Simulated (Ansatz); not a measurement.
Consider the ligand exchange at the Si–I bond: `F[SiH](Cl)I` + `[NH2][GeH3]` → `F[SiH](Cl)[NH][GeH3]` + HI.

Calculated with Ansatz (gas phase, PBE0-D4/def2-TZVP geometries, no zero-point term in ΔE). CCSD(T)/CBS is the MP2 limit (def2-TZVPP, def2-QZVPP) plus CCSD(T) − MP2 in def2-TZVPP, frozen cores. DFT in def2-TZVPP. B3LYP here is the variant with VWN-RPA as its local correlation; programs differ in this. Elements past krypton have def2 core potentials. For Ge, I outer-core shells are correlated without core-valence functions, which leaves a few kJ/mol of doubt a bond. Scalar relativity is left out up to krypton. Each species was taken in one conformer, which may not be the lowest.

```json
{"level": "PBE-D4", "ΔE (eV)": "0.03"}
{"level": "B3LYP-D4", "ΔE (eV)": "-0.10"}
{"level": "PBE", "ΔE (eV)": "0.05"}
{"level": "SCS-MP2/def2-TZVPP", "ΔE (eV)": "-0.13"}
```

(1) What does CCSD(T)/CBS give? (An estimate is asked.)

Largest T1 diagnostic among the species: 0.011.

Results:

(1) Ansatz gave: -0.07 eV. The listed levels differ from it by 0.10, -0.03, 0.12, -0.06 eV.

From PBE to PBE0 (25 % exact exchange), in def2-TZVPP and without D4, ΔE moves by −0.04 eV.
